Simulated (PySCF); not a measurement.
## Ionisation energy of Gd(29+) by level of theory

Gd(29+) [Ar] 3d10 4s2 4p5 [4p1/2^2 4p3/2^3, M_J = 3/2] → Gd(30+) [Ar] 3d10 4s2 4p4 [4p1/2^2 4p3/2^2, M_J = 2], as a difference of total energies. Calculation: PySCF 2.14, in an even-tempered Gaussian basis (17 s from 2.6 bohr⁻², ratio 2.8; 14 p from 3.4 bohr⁻², ratio 2.8; 8 d from 6 bohr⁻², ratio 2.8; 4 f from 18 bohr⁻², ratio 3); the two-component X2C-1e Hamiltonian. Correlated levels: [Ne] frozen; the 80 highest virtual spinors dropped. "Screened" scales the spin-orbit matrix elements by Boettger's factors to mimic the two-electron term; Breit and QED terms are absent.

```csv
method,ionisation energy (eV)
GHF (spin-free),1150.9
GMP2 (spin-free),1152.2
GHF (screened spin-orbit),1138.8
GMP2 (screened spin-orbit),1140.2
```

Breit and QED terms and the two-electron picture change are absent.

The spin-free rows relax to the high-spin LS determinant and lack the spin-orbit shift.

The labels give the starting determinants; with spin-orbit coupling the two ends relaxed to ⟨J²⟩ = 3.75, ⟨L²⟩ = 2.04, ⟨S²⟩ = 0.79 and ⟨J²⟩ = 6.01, ⟨L²⟩ = 3.17, ⟨S²⟩ = 1.47.

For comparison: 1142 ± 4 eV (theoretical estimate listed by NIST; NIST Atomic Spectra Database, ionization energies).
